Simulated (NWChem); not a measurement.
[GaF4]− (SMILES [F][Ga-]([F])([F])[F]): entropy by statistical mechanics

A singlet with charge -1, relaxed at HF/jorge-DZP (NWChem 7.3.0):

```xyz
5

F     1.0440   -0.9776    1.0379
Ga    0.0000    0.0000    0.0000
F     0.9952    1.0472   -1.0178
F    -0.9747   -1.0617   -1.0226
F    -1.0647    0.9922    1.0026
```

Harmonic wavenumbers in cm⁻¹: 183, 183, 255, 255, 255, 648, 677, 677, 677.

Masses in u: F 18.998, Ga 69.723. Take T = 298.15 K, p = 1 bar, R = 8.3145 J/(mol K), kT/hc = 207.22 cm⁻¹, rigid rotor and harmonic oscillator.

Problem. Compute the standard molar entropy.

Solution. 
1. Translation (Sackur–Tetrode): S = R[3/2 ln M + 5/2 ln T − 1.1517] with M = 145.715 gives 171.0 J/(mol K).
2. Rotation: principal moments 158.214, 158.216, 158.218 u Å² give A, B, C = 0.1065, 0.1065, 0.1065 cm⁻¹; the symmetry number is σ = 12; q = (√π/σ)√((kT/hc)³/ABC) = 12677; S = R(ln q + 3/2) = 91.0.
3. Vibration: with u = ν̃/207.22, each mode gives R[u/(eᵘ − 1) − ln(1 − e⁻ᵘ)]; the sum is 46.3, most from 183 cm⁻¹ (9.6), 183 cm⁻¹ (9.6), 255 cm⁻¹ (7.1).
4. Spin: R ln 1 = 0.0.
5. Sum: 171.0 + 91.0 + 46.3 + 0.0 = 308.3 J/(mol K).

No measured value is set beside it here.
